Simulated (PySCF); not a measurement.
# Ni⁺: ionisation energy

Ni⁺ [Ar] 3d9 (2D) → Ni²⁺ [Ar] 3d8 (3F), as a difference of total energies. All numbers are calculated (PySCF 2.14, scalar relativity by spin-free X2C-1e, in aug-cc-pVDZ-DK (7s6p4d2f, 59 functions)). Correlated levels: valence: [Ar] frozen. The calculations carry no spin-orbit coupling.

```tsv
method	ionisation energy (eV)
UHF	15.098
LDA	19.359
PBE0	18.086
MN15	18.903
r2SCAN0	17.519
BHandHLYP	17.486
MP2 (valence)	18.215
```

Problem. Estimate what SCS-MP2 (valence) gives.

Solution. 17.901 eV, closest to PBE0 among the rows shown.

Problem. Estimate what r2SCAN gives.

Solution. 17.886 eV, closest to PBE0 among the rows shown.

A first-order spin-orbit estimate (lowest level to lowest level, LS coupling) adds -0.051 eV.

Errors of the correlated levels include the incompleteness of this basis and the frozen core.

For comparison: 18.169 eV (measured; NIST Atomic Spectra Database, ionization energies).
